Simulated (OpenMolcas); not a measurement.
# Fe³⁺: Racah parameters, worked from levels

- Program: OpenMolcas 26.06
- Basis: ANO-RCC-VTZP [6s5p3d2f1g]
- Scalar Hamiltonian: DKH2, point nucleus
- Active space: 5 electrons in 9 orbitals (RAS2 3d 4s; RAS3 4p, at most 2 electrons)
- State averaging: 2S+1 = 6 even, 6 roots; 2S+1 = 4 even, 50 roots kept (CI in the orbitals of an earlier block); 2S+1 = 2 even, 75 roots kept (CI in the orbitals of an earlier block); 2S+1 = 6 odd, 7 roots (0 in the spin-orbit step); 2S+1 = 4 odd, 3 roots kept (CI in the orbitals of an earlier block, 0 in the spin-orbit step)
- Spin-orbit coupling: RASSI with atomic mean-field integrals over the reference wave functions, term energies averaged over their components

Methods: RASSCF; MS-RASPT2, IPEA 0.25 Eh, imaginary shift 0.1 Eh (closed shells correlated: 3s 3p).

**Racah parameters.** Above 6S, d5 has 4D at 17B + 5C, 4G at 10B + 5C and 4P at 7B + 7C. The first two fix B and C, and the third tests them; where it misses by thousands of cm-1, two parameters do not describe the configuration (Trees and configuration-interaction terms are left out) and B and C hang on the terms chosen. Term energies are centres of gravity, weighted by 2J + 1.

```csv
Source,4D,4G,B,C,C/B,"4P from B, C",4P found
RASSCF,48907,39368,1363,5148,3.78,45577,44938
MS-RASPT2,39548,33087,923,4771,5.17,39858,36363
```

Energies in cm-1. From RASSCF to MS-RASPT2, B changes by -32.3 % and C by -7.3 %.

CASPT2 breaks the degeneracy within a term, and the mean is taken; among the terms shown or strongly mixed into the levels shown the widest spread is 320 cm-1 (3d5 4G, MS-RASPT2). Over all roots computed the reference weight is 0.90 to 0.96 in MS-RASPT2; the roots of lowest weight are the least certain, and an intruder state may touch them. Some high roots are left out of the spin-orbit mixing, which shifts the levels that they would mix with. Terms from blocks run as CI alone lack orbitals of their own. Without dynamic correlation excited terms often stand tens of per cent too high (terms of higher spin than the ground term too low), and those without a measured partner can miss by more than the paired ones (holds for RASSCF). Blocks of more than 70 roots (2S+1 = 2 even) ran without multistate coupling (holds for MS-RASPT2). Only configurations of the active space appear.
